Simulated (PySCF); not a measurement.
B(Cl)(vinyl)(OMe) (C₃H₆BClO), SMILES O(B(C=C)Cl)C. Geometry optimised at PBE-D3(BJ)/def2-SVP. The values are those of a single conformer.

Computed equilibrium geometry at PBE-D3(BJ)/def2-SVP (PySCF confirms it by a frequency run) as a Z-matrix (one conformer of several):
```
B
O 1 1.3540
C 2 1.4182 1 125.80
H 3 1.1081 2 108.08 1 147.35
H 3 1.1099 4 109.25 2 122.44
H 3 1.1108 4 108.11 5 118.23
C 1 1.5642 2 127.69 3 4.15
C 7 1.3517 1 125.85 2 36.45
H 8 1.1030 7 122.37 1 -2.85
H 8 1.1035 9 115.60 7 -178.07
H 7 1.1056 8 117.25 9 -177.08
Cl 1 1.7866 2 114.87 3 -175.58
```
Charge 0, spin multiplicity 1.
